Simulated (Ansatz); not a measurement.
Te(Br)(GeH3) (BrGeH3Te), SMILES [Te](Br)[GeH3].

Geometry optimised at B3LYP-D3(BJ)/def2-SVP. The structure was generated by enumeration, and PubChem lists no compound with its InChIKey, so it may never have been made. The def2 effective core potentials stand for the cores of Te; spin–orbit coupling is left out.

Two levels are set side by side: PBE/def2-SVPD (Ansatz, a program for electronic structure) and PBE0/def2-SVPD (Ansatz). Energy differences of separate SCF runs at the same geometry; the states with an electron removed or added have multiplicity 2 and 2. Differences are taken from unrounded values.

```json
[
 {"quantity": "vertical ionisation energy (eV)", "PBE0": "8.42"},
 {"quantity": "vertical electron affinity (eV)", "PBE0": "1.32"},
 {"quantity": "vertical singlet–triplet gap (eV)", "PBE0": "1.53"}
]
```

**Question.** What does PBE give, and how far is it from PBE0? (An estimate is asked for; the answer gives what the named calculation found.)

**Answer.** 
```
quantity                            PBE  PBE minus PBE0
---------------------------------  ----  --------------
vertical ionisation energy (eV)    8.23           -0.19
vertical electron affinity (eV)    1.28           -0.04
vertical singlet–triplet gap (eV)  1.48           -0.05
```
